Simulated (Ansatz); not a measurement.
**One elementary step**

Start structure (InH₃Cl₂O, singlet), relaxed at PBE0-D4/def2-TZVP:

| atom | x (Å) | y (Å) | z (Å) |
| --- | --- | --- | --- |
| In1 | -0.9888 | -0.2750 | 0.1963 |
| H2 | -0.9755 | -1.8405 | 0.8602 |
| Cl3 | -0.8585 | 0.0803 | -2.1330 |
| Cl4 | -1.8338 | 1.5986 | 1.2798 |
| H5 | 1.9566 | -0.3566 | 0.4049 |
| O6 | 1.2850 | 0.2890 | 0.1630 |
| H7 | 1.4152 | 0.5043 | -0.7714 |

The step: InHCl₂ ([Cl][InH][Cl]) + H₂O → InHCl₂O ([OH][In]([Cl])[Cl]) + H₂; bonds formed: H2–H5; dative contacts that become bonds: In1–O6; bonds broken: In1–H2, H5–O6. Ansatz 0.2.0; basis: def2-TZVPP and def2-QZVPP; cores frozen in the correlated methods. Filled d shells of the heavier atoms are correlated. Core potentials replace the inner electrons of the atoms past krypton. The def2 sets are not built for correlating such inner shells, so the correlated values are less sure here. Extrapolation: Hartree–Fock as exp(−7.88 √X), correlation as X^−2.97. Energies below are by CCSD(T) at an estimated basis limit (MP2 extrapolated from triple and quadruple zeta, plus CCSD(T) − MP2 in triple zeta).

(1) What are the electronic barrier and the energy of the step, from the start structure to the end structure? (Judge from chemistry; the value comes from the calculation.)

T1 diagnostic: at most 0.014.

Results:

(1) By the calculation: Barrier 155.5 kJ/mol; step energy 66.8 kJ/mol (uphill); reverse barrier, their difference, 88.8 kJ/mol. Barrier and step energy count from the start structure, the reverse barrier from the end structure.

The saddle point: One imaginary mode of 1240i cm⁻¹.
```json
{"pair": "In1–O6", "start (Å)": "2.34", "saddle (Å)": "2.10", "end (Å)": "1.96"}
{"pair": "H2–H5", "start (Å)": "3.32", "saddle (Å)": "0.97", "end (Å)": "0.75"}
{"pair": "In1–H2", "start (Å)": "1.70", "saddle (Å)": "2.02", "end (Å)": "2.73"}
{"pair": "H5–O6", "start (Å)": "0.96", "saddle (Å)": "1.34", "end (Å)": "2.99"}
```

Zero-point energy (harmonic, PBE0-D4): ZPE is 86.6 kJ/mol at the start and 75.4 kJ/mol at the saddle, so the barrier goes from 155.5 to 144.4 kJ/mol.

First-order rate constant out of the start structure at 698 K by transition-state theory, with harmonic vibrational free energies alone and no tunnelling: ΔA‡ = 156.4 kJ/mol, so k = (kB T/h) exp(−ΔA‡/kB T) ≈ 10^1 s⁻¹ (an order of magnitude at best: rotation, the number of equivalent paths and anharmonicity are left out).

The step is the kind of ligand exchange by which a precursor binds to a hydroxyl group, or is hydrolysed, in atomic layer deposition of oxides.

Labels in which every atom is bracketed show which atoms are joined, not bond orders.

For scale, one of the runs: CCSD(T)/def2-TZVPP, 207 basis functions, launched by `ansatz run in.yaml --threads 4 --pin off --events-out ev --progress --plain --max-ram 9574MiB`. The run took 79 s on 4 CPU threads of an Arm Neoverse V2 (shared host), with 2.9 GiB of host memory at its peak.
